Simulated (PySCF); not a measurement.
r2SCAN on Tl⁻ (thallium, charge -1), [Xe] 4f14 5d10 6s2 6p2, high-spin 3P determinant. Computed with PySCF 2.14 in aug-cc-pVTZ-PP with ECP60MDF (6s5p4d2f, 55 functions), with scalar relativity through the core potential.

```
cycle= 1 E= -172.595419820369  delta_E= -0.0105  |g|= 0.0113  |ddm|= 0.527
cycle= 2 E= -172.595281991705  delta_E= 0.000138  |g|= 0.0212  |ddm|=  0.2
cycle= 3 E= -172.595902485962  delta_E= -0.00062  |g|= 0.00341  |ddm|= 0.0764
cycle= 4 E= -172.595931640278  delta_E= -2.92e-05  |g|= 0.000366  |ddm|= 0.0254
cycle= 5 E= -172.595932191741  delta_E= -5.51e-07  |g|= 4.07e-05  |ddm|= 0.00673
cycle= 6 E= -172.59593219565  delta_E= -3.91e-09  |g|= 2.45e-05  |ddm|= 0.000666
cycle= 7 E= -172.595932197087  delta_E= -1.44e-09  |g|= 1.01e-06  |ddm|= 0.000165
cycle= 8 E= -172.595932197089  delta_E= -2.05e-12  |g|= 1.33e-07  |ddm|= 9.07e-06
converged SCF energy = -172.595932197089  <S^2> = 2.0047127  2S+1 = 3.0031402
```

Highest occupied orbital energy: 1.138 eV; ⟨L²⟩ = 2.01; populations by l: s 4.00, p 8.00, d 10.00, f 0.00.

Question: Can this result be used?

Answer: With care. Self-consistency was reached. Energies and moments cover only the electrons outside the core potential. Spin-orbit coupling is strong in this species (close to jj coupling), so the high-spin LS determinant is a model state, not a physical level. At r2SCAN the highest occupied level has a positive energy, so only the finite basis holds that electron; in a semilocal or global hybrid functional this comes from self-interaction and does not mean that the real anion is unbound.
